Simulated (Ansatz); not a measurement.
Steps of a relaxation of `C#[C][Sn]([C]#C)([C]#C)[C]#C` with RKS PBE-D4/def2-SVP.

```sh
$ ansatz run in.yaml --threads 2 --pin off --events-out ev --progress --plain --max-ram 22528MiB --backend cpu
```

```yaml
crystal:
  periodic: [false, false, false]
  atoms:
    - {symbol: C, position_ang: [3.138900, 0.255500, -1.078100]}
    - {symbol: C, position_ang: [1.954400, 0.185500, -0.693700]}
    - {symbol: Sn, position_ang: [-0.040400, -0.004600, -0.017300]}
    - {symbol: C, position_ang: [-1.080100, -0.996700, -1.442500]}
    - {symbol: C, position_ang: [-1.812600, -1.591200, -2.283300]}
    - {symbol: C, position_ang: [-0.818700, 1.908100, 0.335300]}
    - {symbol: C, position_ang: [-1.258800, 2.988000, 0.536400]}
    - {symbol: C, position_ang: [0.022600, -1.080900, 1.774600]}
    - {symbol: C, position_ang: [-0.016800, -1.709900, 2.851400]}
    - {symbol: H, position_ang: [4.087000, 0.400100, -1.415100]}
    - {symbol: H, position_ang: [-2.404700, -2.090100, -2.970600]}
    - {symbol: H, position_ang: [-1.676500, 3.954100, 0.721400]}
    - {symbol: H, position_ang: [-0.073900, -2.252600, 3.696200]}
basis:
  gaussian: {orbitals: def2-SVP}
hamiltonian: {xc: pbe, dispersion: d4}
relax: {f_tol: 0.03, max_steps: 200}
```

Positions (Å) and forces (eV/Å) along the path, 4 of 4 steps:

```xyz
13
step=1 energy=-14166.5016 eV
C     3.139    0.256   -1.078   -4.653   -0.308    1.521
C     1.954    0.185   -0.694    1.470    0.030   -0.440
Sn   -0.040   -0.005   -0.017    1.138    0.662    0.695
C    -1.080   -0.997   -1.442   -2.620   -2.045   -2.868
C    -1.813   -1.591   -2.283    3.090    2.512    3.562
C    -0.819    1.908    0.335    1.824   -4.575   -0.868
C    -1.259    2.988    0.536   -1.668    3.944    0.747
C     0.023   -1.081    1.775   -0.188   -0.926    1.653
C    -0.017   -1.710    2.851    0.190    2.857   -4.812
H     4.087    0.400   -1.415    2.904    0.305   -0.988
H    -2.405   -2.090   -2.971   -1.188   -1.013   -1.430
H    -1.677    3.954    0.721   -0.167    0.494    0.087
H    -0.074   -2.253    3.696   -0.132   -1.938    3.144
13
step=2 energy=-14167.0277 eV
C     3.151    0.282   -1.075   -0.523    0.125    0.118
C     1.987    0.207   -0.692   -0.037   -0.121    0.036
Sn    0.020   -0.010   -0.018    0.116   -0.020    0.041
C    -1.114   -1.018   -1.451   -0.055    0.023    0.020
C    -1.836   -1.590   -2.262    0.233    0.136    0.226
C    -0.794    1.880    0.327   -0.046    0.121    0.004
C    -1.265    2.996    0.534    0.048   -0.225   -0.033
C     0.008   -1.091    1.773   -0.012    0.065   -0.057
C    -0.038   -1.707    2.833   -0.013    0.225   -0.539
H     4.149    0.427   -1.430    0.527   -0.026   -0.151
H    -2.456   -2.102   -2.974   -0.206   -0.159   -0.243
H    -1.694    3.968    0.718   -0.036    0.144    0.022
H    -0.098   -2.277    3.733    0.005   -0.288    0.557
13
step=3 energy=-14167.0357 eV
C     3.117    0.299   -1.078    0.028    0.010   -0.012
C     1.960    0.183   -0.681    0.350    0.030   -0.121
Sn    0.010   -0.005   -0.006   -0.003    0.001    0.002
C    -1.129   -0.996   -1.425   -0.201   -0.174   -0.249
C    -1.814   -1.584   -2.258   -0.016   -0.017   -0.024
C    -0.788    1.877    0.327   -0.142    0.338    0.059
C    -1.264    2.992    0.529   -0.012    0.026    0.004
C    -0.013   -1.082    1.764   -0.004   -0.191    0.317
C    -0.037   -1.717    2.815   -0.001   -0.019    0.024
H     4.138    0.404   -1.429   -0.092   -0.015    0.032
H    -2.418   -2.104   -2.994    0.052    0.044    0.060
H    -1.684    3.977    0.706    0.036   -0.082   -0.015
H    -0.059   -2.280    3.743    0.005    0.048   -0.077
13
step=4 energy=-14167.0467 eV
C     3.126    0.296   -1.082    0.010    0.002   -0.004
C     1.970    0.184   -0.683   -0.006   -0.002    0.003
Sn    0.004   -0.004   -0.002   -0.001    0.000    0.000
C    -1.142   -1.002   -1.435    0.004    0.004    0.005
C    -1.818   -1.590   -2.274   -0.005   -0.006   -0.010
C    -0.799    1.896    0.332    0.002   -0.004   -0.001
C    -1.271    3.011    0.530   -0.005    0.011    0.001
C    -0.016   -1.090    1.782    0.000    0.005   -0.005
C    -0.031   -1.727    2.832    0.001   -0.008    0.010
H     4.145    0.396   -1.434   -0.010   -0.002    0.003
H    -2.415   -2.109   -3.014    0.005    0.005    0.006
H    -1.688    3.995    0.705    0.004   -0.009   -0.002
H    -0.045   -2.290    3.757    0.001    0.005   -0.008
```

It took 19 s on 2 threads of an AMD EPYC 7R13 on a shared host, with 0.27 GiB of host memory at the peak.
